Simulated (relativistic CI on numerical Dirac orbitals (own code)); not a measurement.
**Si⁵⁺: from the plainest model towards the measured levels**

Calculated with a relativistic CI code on KLI orbitals (one set per configuration, finite nucleus), adding one ingredient at a time: step 1, Dirac-Coulomb, each configuration alone; step 2, with Breit and QED terms; step 3, with configuration mixing; step 4, with scaled Slater integrals (0.9); step 5, with a P86 correlation estimate; step 6, tied to the ionisation limit. P86 is a density functional for the correlation energy, evaluated here for each configuration and added to its levels. Step 6 is semi-empirical: configurations made of the next ion and one excited electron move by 909 cm⁻¹, so that their limit matches the tabulated ionisation energy, and those with a non-penetrating f or g electron also take the P86 value of the least penetrating other one.

Configuration list (outside the closed core 1s2): 2s²2p⁵, 2s2p⁶, 2s²2p⁴3s, 2s²2p⁴3d, 2s²2p⁴4s, 2s²2p⁴4d, 2s²2p⁴3p, 2p⁶3s, 2p⁶3p, 2s2p⁵3s, 2s²2p⁴4p, 2p⁶3d, 2s²2p⁴4f, 2s2p⁵3p, 2s2p⁵3d, 2s²2p³3s², 2s²2p²3s²3d, 2s²2p²3s²4s, 2s²2p²3s²4d, 2s²2p²3s²3p.

Computed minus measured energy above the ground level, in cm⁻¹, for 14 of the 28 excited levels that pair in every step (one J of a term; a digit in brackets numbers repeated terms):

| Configuration | Term | J | Measured | Step 1 | Step 2 | Step 3 | Step 4 | Step 5 | Step 6 |
| --- | --- | --- | --- | --- | --- | --- | --- | --- | --- |
| 2s²2p⁵ | 2P° | 1/2 | 5090 | 236 | -33 | -31 | -31 | -31 | -31 |
| 2s2p⁶ | 2S | 1/2 | 406497 | 19683 | 19345 | 13820 | 14831 | 16515 | 16520 |
| 2s²2p⁴3s | 4P | 5/2 | 990516 | -7731 | -8072 | -8762 | -5752 | 1969 | 2874 |
| 2s²2p⁴3s | 2P | 3/2 | 1005430 | -6743 | -7083 | -7215 | -5822 | 1897 | 2804 |
| 2s²2p⁴3s | 2D | 5/2 | 1041416 | -5181 | -5634 | -6028 | -8190 | -471 | 436 |
| 2s²2p⁴3s | 2S | 1/2 | 1094449 | 11228 | 11076 | -11651 | -16356 | -8570 | -7683 |
| 2s²2p⁴3d | 4D | 5/2 | 1181649 | -8284 | -8759 | -8805 | -5303 | 2858 | 3763 |
| 2s²2p⁴3d | 4F | 3/2 | 1194327 | -8935 | -9455 | -8074 | -5695 | 2460 | 3369 |
| 2s²2p⁴3d | 2P | 1/2 | 1200710 | -6563 | -6947 | -6594 | -5416 | 2741 | 3648 |
| 2s²2p⁴3d | 2S | 1/2 | 1239190 | -8136 | -8705 | -4536 | -7499 | 637 | 1537 |
| 2s²2p⁴4s | 2P | 3/2 | 1329900 | -10266 | -10707 | -9570 | -7626 | 791 | 1698 |
| 2s²2p⁴4s | 2D | 5/2 | 1371820 | -8290 | -8821 | -7837 | -10261 | -1843 | -936 |
| 2s²2p⁴4d | 2P | 1/2 | 1402490 | -9636 | -10073 | -7983 | -6418 | 1711 | 2617 |
| 2s²2p⁴4d | 2D | 5/2 | 1404870 | -8579 | -9125 | -7341 | -5744 | 2395 | 3295 |

Mean absolute errors in cm⁻¹, over all paired levels and for the configurations:

```csv
"Configuration, levels",Step 1,Step 2,Step 3,Step 4,Step 5,Step 6
"all, 28",7320,7702,7238,7436,2585,3108
"2s²2p⁵, 1",236,33,31,31,31,31
"2s2p⁶, 1",19683,19345,13820,14831,16515,16520
"2s²2p⁴3s, 8",7254,7585,8057,7712,2393,2841
"2s²2p⁴3d, 12",6365,6824,6653,7042,2428,3184
"2s²2p⁴4s, 2",9278,9764,8703,8944,1317,1317
"2s²2p⁴4d, 4",8014,8548,6778,7311,1229,1726
```

Measured levels: NIST levels in Kelleher and Podobedova, J. Phys. Chem. Ref. Data 37, 1285 (2008).

The mean absolute error is lowest at step 5 (2585 cm⁻¹), and the largest single drop is from step 4 to 5 (7436 to 2585). The Breit and QED terms change the top of the ground term (measured 5090) from 5326 to 5057. Mixing lowers the ground level by 1440; relative to it the configurations that move most are 2s2p⁶ by -5525, 2s²2p⁴3s by -3240, 2s²2p⁴4d by +1771. The P86 estimate moves 2s²2p⁴4s by +8417, 2s²2p⁴3d by +8163, 2s²2p⁴4d by +8135, and takes the mean absolute error of the excited configurations from 7710 to 2680. Step 6 takes that error from 2680 to 3222.
